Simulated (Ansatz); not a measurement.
Cartesian coordinates in Å:
```
Cl 1.829 -0.708 1.777
B 0.643 -0.249 0.624
C -0.192 0.841 -0.013
C -0.314 -0.645 -0.479
H -1.041 1.263 0.516
H 0.258 1.541 -0.711
H -1.241 -1.161 -0.244
H 0.058 -0.883 -1.471
```

The species carries charge 0 and has multiplicity 1.

(1) List the r2SCAN/def2-TZVPP orbital energies in eV (Ansatz). (Best estimate.)

## Answers

(1) Ansatz gave: Occupied: -2753.78, -272.89, -272.89, -255.17, -193.71, -193.61, -193.54, -181.64, -22.11, -20.73, -15.54, -12.64, -11.92, -11.64, -9.24, -9.12, -9.00, -7.52, -6.21. Lowest empty: -1.76, 0.87, 2.04, 2.24, 2.36, 2.77, 3.48, 4.52.
